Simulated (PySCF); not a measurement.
# Computed vibrations of [La(NH3)3]3+

[La(NH3)3]3+ (singlet). PySCF 2.14.0, RKS BP86, La lcecp-1-SVP with ECP46, N def2-SVP, H def2-SVP; non-relativistic Hamiltonian with scalar-relativistic core potentials where named; density fitting; no spin-orbit coupling. Central differences of gradients.

```xyz
13

La    0.0000    0.0000    0.0038
N     2.5774    0.0009   -0.0101
H     3.0323   -0.2517    0.8977
H     3.0279   -0.6622   -0.6821
H     3.0297    0.9134   -0.2470
N    -1.2895    2.2316   -0.0101
H    -1.2981    2.7519    0.8977
H    -0.9404    2.9533   -0.6821
H    -2.3059    2.1671   -0.2470
N    -1.2879   -2.2326   -0.0101
H    -1.7342   -2.5002    0.8977
H    -2.0874   -2.2911   -0.6821
H    -0.7239   -3.0805   -0.2470
```

Run from Python with OMP_NUM_THREADS=2. Where DIIS fails, smearing, a level shift and second-order steps follow.
It took 3.6 min on 2 threads of Arm Neoverse V1 (shared host).

Question: What are the harmonic wavenumbers and infrared intensities?

Answer: Modes are labelled in C3; negative numbers are unstable modes, those under 60 cm⁻¹ near the noise; a finer grid moves soft modes by up to 10 cm⁻¹.
```json
{"cm⁻¹": "-54", "km/mol": "–", "symmetry": "a"}
{"cm⁻¹": "-53", "km/mol": "–", "symmetry": "e"}
{"cm⁻¹": "-53", "km/mol": "–", "symmetry": "e"}
{"cm⁻¹": "-35", "km/mol": "–", "symmetry": "a"}
{"cm⁻¹": "83", "km/mol": "6.2", "symmetry": "e"}
{"cm⁻¹": "83", "km/mol": "6.2", "symmetry": "e"}
{"cm⁻¹": "316", "km/mol": "0.0", "symmetry": "a"}
{"cm⁻¹": "331", "km/mol": "11.5", "symmetry": "e"}
{"cm⁻¹": "331", "km/mol": "11.5", "symmetry": "e"}
{"cm⁻¹": "606", "km/mol": "0.9", "symmetry": "a"}
{"cm⁻¹": "616", "km/mol": "0.2", "symmetry": "e"}
{"cm⁻¹": "616", "km/mol": "0.2", "symmetry": "e"}
{"cm⁻¹": "626", "km/mol": "188.7", "symmetry": "a"}
{"cm⁻¹": "643", "km/mol": "77.2", "symmetry": "e"}
{"cm⁻¹": "643", "km/mol": "77.2", "symmetry": "e"}
{"cm⁻¹": "1358", "km/mol": "138.2", "symmetry": "e"}
{"cm⁻¹": "1358", "km/mol": "138.2", "symmetry": "e"}
{"cm⁻¹": "1359", "km/mol": "0.0", "symmetry": "a"}
{"cm⁻¹": "1565", "km/mol": "39.6", "symmetry": "a"}
{"cm⁻¹": "1566", "km/mol": "34.5", "symmetry": "e"}
{"cm⁻¹": "1566", "km/mol": "34.5", "symmetry": "e"}
{"cm⁻¹": "1568", "km/mol": "35.9", "symmetry": "e"}
{"cm⁻¹": "1568", "km/mol": "35.9", "symmetry": "e"}
{"cm⁻¹": "1568", "km/mol": "102.3", "symmetry": "a"}
{"cm⁻¹": "3236", "km/mol": "340.0", "symmetry": "e"}
{"cm⁻¹": "3236", "km/mol": "340.0", "symmetry": "e"}
{"cm⁻¹": "3244", "km/mol": "0.8", "symmetry": "a"}
{"cm⁻¹": "3304", "km/mol": "0.0", "symmetry": "e"}
{"cm⁻¹": "3304", "km/mol": "0.0", "symmetry": "e"}
{"cm⁻¹": "3304", "km/mol": "403.1", "symmetry": "a"}
{"cm⁻¹": "3310", "km/mol": "0.1", "symmetry": "a"}
{"cm⁻¹": "3311", "km/mol": "197.5", "symmetry": "e"}
{"cm⁻¹": "3311", "km/mol": "197.5", "symmetry": "e"}
```

Question: Is this a minimum?

Answer: Probably not: 4 unstable, though so soft as to be near the noise; the lowest moves the atoms so:
```
La   0.00  0.00  0.01
N    0.00  0.00 -0.02
H    0.01  0.32  0.06
H   -0.01 -0.24  0.21
H   -0.01 -0.08 -0.35
N    0.00  0.00 -0.02
H   -0.28 -0.15  0.06
H    0.21  0.11  0.21
H    0.07  0.04 -0.35
N    0.00  0.00 -0.02
H    0.27 -0.17  0.06
H   -0.20  0.12  0.21
H   -0.07  0.04 -0.35
```
